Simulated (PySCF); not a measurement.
C3H7BS2.
Bonds: C1–B2, B2–S3, S3–C4, C4–C5, C5–S6, B2–S6. Hydrogens: H7, H8, H9 on C1; H10, H11 on C4; H12, H13 on C5.

Computed, not measured: PySCF 2.14.0, PBE0-D3(BJ)/def2-SVP geometry optimisation, gas phase.

**Question.** Give the optimised bond lengths and angles.

**Answer.** 
```csv
bond,length (Å)
C1–B2,1.568
"B2–S3, B2–S6",1.802
"S3–C4, C5–S6",1.829
C4–C5,1.514
"C1–H7, C1–H8, C1–H9",1.101
C4–H10 and 3 like bonds,1.101
```

Bonds in one row agree within 0.01 Å and their mean is given. A selection of angles:
```csv
angle,degrees
B2–C1–H7,112.1
B2–C1–H8,112.8
B2–C1–H9,108.9
H7–C1–H8,108.8
H7–C1–H9,106.7
C1–B2–S3,123.4
S3–B2–S6,113.9
B2–S3–C4,95.8
S3–C4–C5,109.8
S3–C4–H10,107.7
S3–C4–H11,108.6
C5–C4–H10,111.0
H10–C4–H11,108.3
```

Torsions: C1–B2–S3–C4 172° (antiperiplanar); B2–S3–C4–C5 32° (synclinal); S3–C4–C5–S6 -43° (synclinal); C4–C5–S6–B2 32° (synclinal); C1–B2–S6–C5 168° (antiperiplanar). The mirror-image conformer, all signs reversed, is as good.

B2 (three-coordinate boron) is planar (angles 123.4°, 122.8° and 113.9°, sum 360.0°, 0.01 Å off the plane of its three neighbours). S3 (sulfur bonded to B and C) is bent (angle 95.8°). The 5-membered ring B2–S3–C4–C5–S6 has internal angles of 95.8° to 113.9° (sum 525°, against 540° for a flat polygon); it is puckered, 0.18 Å rms from its mean plane, widest ring torsion 43°.

No PBE0-D3(BJ)/def2-SVP frequencies stand behind this structure, so it isn't proved a minimum. The numbers are those of one conformer.
